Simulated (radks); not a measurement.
The numbers below are computed, except where a source is named.
Task: These are the eigenvalues of the occupied orbitals of an atom or ion with whole-number occupations (eV). Level of theory: scalar-relativistic Kohn-Sham, PBE, spin-polarised, spherical densities, point nucleus (a radial shooting solver on a logarithmic mesh with Libxc functionals).

1s up: -26573.19
1s down: -26573.03
2s up: -3987.313
2s down: -3986.208
2p up: -3582.583
2p down: -3581.681
3s up: -782.0662
3s down: -781.4183
3p up: -649.4121
3p down: -648.6724
3d up: -442.1286
3d down: -441.0602
4s up: -152.2414
4s down: -147.9097
4p up: -112.2567
4p down: -107.8187
4d up: -53.4848
4d down: -48.9116
5s up: -31.8476
5p up: -22.6862

Which element is it, and in what charge state? The configuration may be excited. Open shells, if any, are filled with parallel spins first.

Result: Z = 48, cadmium, charge +2: Cd2+ in [Kr] 4d6 5s1 5p3. The list shows which subshells hold electrons but not how many an open one holds; the 1s level, -976.55 hartree, gives Z - s = 44.2 by -(Z - s)^2/2, which with screening and relativity narrows Z to a few neighbours, and the depths of the outer levels then fix element, charge and occupations together.
